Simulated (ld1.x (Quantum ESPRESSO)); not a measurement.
Configuration tests for boron (PAW)

B (Z = 5), PAW, made with ld1.x (Quantum ESPRESSO) 7.5 (LDA (PZ), scalar-relativistic). Core [He], reference 2s2 2p1. Waves: 2s (bound): rcut 1.55, rcutus 1.80 bohr; 2s channel at -0.25 Ry: rcut 1.55, rcutus 1.80 bohr; 2p (bound): rcut 3.30, rcutus 3.60 bohr; 2p channel at 0.3 Ry: rcut 3.30, rcutus 3.60 bohr. Local part: all-electron potential smoothed inside 2.40 bohr (lloc = -1). Core correction: Bessel-smoothed model core, default radius (core density twice the valence density). Augmentation charge: BESSEL, radius 1.70 bohr.

Energies are relative to the spin-unpolarised reference configuration 2s2 2p1; without spin polarisation the order of configurations can differ from experiment. Spin-polarised rows fill each open shell by Hund’s rule, majority spin first.

| valence configuration | charge | ΔE all-electron (eV) | error AE − PS (meV) |
| --- | --- | --- | --- |
| 2s2 2p0 | +1 | 8.327 | +35 |
| 2s1 2p0 | +2 | 33.631 | +29 |
| 2s2 2p0.5 | +0.5 | 2.943 | +14 |
| 2s0 2p3 | 0 | 11.401 | -0.3 |
| 2s1 2p2 | 0 | 5.686 | +9.7 |
| 2s2 2p1.3 | -0.3 | -0.772 | +5.0 |
| 2s1 2p1 | +1 | 14.283 | +10 |
| 2s2 2p1 (spin-polarised) | 0 | -0.235 | +3.6 |
| 2s1 2p0 (spin-polarised) | +2 | 32.903 | +23 |
